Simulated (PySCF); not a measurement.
H8N2Si2, SMILES N[SiH2][SiH2]N.

Geometry: PBE0-D3(BJ)/def2-SVP. Other conformers were not sampled.

Computed with TDDFT-PBE/def2-SVPD run with PySCF.

Vertical excitations. The molecule is in vacuum.

| state | energy (eV) | λ (nm) | f | main pairs |
|---|---|---|---|---|
| S1 | 4.87 | 255 | 0.008 | HOMO→LUMO 99 % |
| S2 | 5.17 | 240 | 0.006 | HOMO−1→LUMO 99 % |
| S3 | 5.53 | 224 | 0.006 | HOMO→LUMO+1 99 % |
| S4 | 5.86 | 212 | 0.010 | HOMO−1→LUMO+1 96 % |
| S5 | 6.13 | 202 | 0.009 | HOMO→LUMO+2 84 % |
| S6 | 6.16 | 201 | 0.016 | HOMO−2→LUMO 92 % |
| S7 | 6.19 | 200 | 0.009 | HOMO→LUMO+3 82 %, HOMO→LUMO+2 13 % |
| S8 | 6.44 | 193 | 0.012 | HOMO−1→LUMO+2 94 % |
| S9 | 6.53 | 190 | 0.023 | HOMO−1→LUMO+3 87 % |
| S10 | 6.67 | 186 | 0.005 | HOMO→LUMO+4 89 % |
| T1 | 4.66 | 266 | 0 | HOMO→LUMO 97 % |
| T2 | 4.91 | 252 | 0 | HOMO−1→LUMO 96 % |
| T3 | 5.29 | 234 | 0 | HOMO→LUMO+1 97 % |
| T4 | 5.56 | 223 | 0 | HOMO−1→LUMO+1 96 % |
Triplets are in the Tamm–Dancoff approximation, which puts them higher than full response would, so one can lie above its singlet here.
